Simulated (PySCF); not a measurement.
Species: C4H9ClSi.
Atom-mapped SMILES: `[Cl:1][SiH2:2][CH:3]1[CH2:4][CH2:5][CH2:6]1` (hydrogens: H7, H8 on Si2; H9 on C3; H10, H11 on C4; H12, H13 on C5; H14, H15 on C6)

The same species was optimised twice, with GFN2-xTB and with PBE0-D3(BJ)/def2-SVP (PySCF), and the same property calculations (PySCF, gas phase) were run on both structures.

```csv
coordinate,GFN2-xTB,PBE0-D3(BJ)/def2-SVP,change
Cl1–Si2 (Å),2.019,2.077,+0.058
Si2–C3 (Å),1.897,1.868,-0.029
C3–C4 (Å),1.543,1.553,+0.010
C5–C6 (Å),1.534,1.540,+0.006
C4–C5 (Å),1.534,1.540,+0.006
C3–C6 (Å),1.545,1.550,+0.005
Si2–C3–C6 (°),117.8,119.0,+1.2
C3–C4–C5 (°),89.7,88.5,-1.2
Si2–C3–C4 (°),117.4,118.5,+1.1
C3–C6–C5 (°),89.6,88.6,-1.0
C4–C3–C6 (°),89.0,88.1,-0.9
C4–C5–C6 (°),89.8,88.9,-0.9
Cl1–Si2–C3 (°),109.0,109.5,+0.5
Cl1–Si2–C3–C4 (°),-174,-168,+6
```

Rotational constants: A = 5806, B = 1154, C = 1028 MHz (GFN2-xTB) against A = 5646, B = 1149, C = 1011 MHz (PBE0-D3(BJ)/def2-SVP). Point groups within 0.08 Å: C1 and C1.

On the GFN2-xTB structure: lowest singlet, TDDFT (eV) 7.16 [CAM-B3LYP/def2-SVPD]; isotropic polarisability (au) 83.1 [CAM-B3LYP/def2-SVPD]; HOMO (eV) -9.26 [CAM-B3LYP/def2-SVPD]; LUMO (eV) 1.09 [CAM-B3LYP/def2-SVPD]; dipole (D) 1.90 [CAM-B3LYP/def2-SVPD].

Problem. What do these properties become on the PBE0-D3(BJ)/def2-SVP structure?

Solution. 
```json
{"property": "lowest singlet, TDDFT (eV)", "level": "CAM-B3LYP/def2-SVPD", "on GFN2-xTB": "7.16", "on PBE0-D3(BJ)/def2-SVP": "7.10", "change": "-0.06"}
{"property": "isotropic polarisability (au)", "level": "CAM-B3LYP/def2-SVPD", "on GFN2-xTB": "83.1", "on PBE0-D3(BJ)/def2-SVP": "85.3", "change": "+2.2"}
{"property": "HOMO (eV)", "level": "CAM-B3LYP/def2-SVPD", "on GFN2-xTB": "-9.26", "on PBE0-D3(BJ)/def2-SVP": "-9.41", "change": "-0.15"}
{"property": "LUMO (eV)", "level": "CAM-B3LYP/def2-SVPD", "on GFN2-xTB": "1.09", "on PBE0-D3(BJ)/def2-SVP": "0.95", "change": "-0.14"}
{"property": "dipole (D)", "level": "CAM-B3LYP/def2-SVPD", "on GFN2-xTB": "1.90", "on PBE0-D3(BJ)/def2-SVP": "2.25", "change": "+0.35"}
{"property": "energy, GFN2-xTB geometry as zero (kcal/mol)", "level": "CAM-B3LYP/def2-SVPD", "on GFN2-xTB": "0.0", "on PBE0-D3(BJ)/def2-SVP": "-2.3", "change": "-2.3"}
```

The heavy atoms differ by 0.079 Å rms after alignment. Among bonds between heavy atoms Cl1–Si2 changes most (+0.058 Å). Changes are differences of the printed values. Neither structure is proved a minimum here.

Conformer computed: `[Cl:1][SiH2:2][CH:3]1[CH2:4][CH2:5][CH2:6]1`: Cl1–Si2–C3–C4 -168°.
